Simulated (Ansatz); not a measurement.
`FCC#[C][GaH2]` + `[SiH3]O[SiH](S)Cl` → `S[SiH](Cl)[O][GaH2]` + `FCC#C[SiH3]`  (redistribution)

Program: Ansatz. Geometries: PBE0-D4/def2-TZVP. ΔE: electronic, gas phase. CBS: MP2 limit from def2 TZ/QZ plus the TZ coupled-cluster correction, frozen cores. DFT in def2-TZVPP. B3LYP here is the variant with VWN-RPA as its local correlation; programs differ in this. For Ga outer-core shells are correlated without core-valence functions, which leaves a few kJ/mol of doubt a bond. Scalar relativity is left out up to krypton. One conformer a species, not always the lowest.

(1) Is it downhill or uphill in electronic energy at CCSD(T)/CBS, and by how much? (Estimate.)

(2) What do these levels give: PBE0-D4, ωB97X-V, B3LYP, MP2/def2-TZVPP, CCSD(T)/def2-TZVPP, HF/CBS(def2)? (Best estimate.)

Largest T1 diagnostic among the species: 0.013.

Results:

(1) Ansatz gave: Uphill: ΔE = +18.0 kJ/mol.

(2) Computed: PBE0-D4 13.5, ωB97X-V 16.0, B3LYP 15.5, MP2/def2-TZVPP 16.4, CCSD(T)/def2-TZVPP 17.1, HF/CBS(def2) 27.7 kJ/mol.

From PBE to PBE0 (25 % exact exchange), in def2-TZVPP and without D4, ΔE moves by +5.3 kJ/mol. In def2-TZVPP, CCSD(T) changes the Hartree–Fock value by −9.7 kJ/mol (the triples alone add −2.1 kJ/mol) and MP2 by −10.4 kJ/mol.
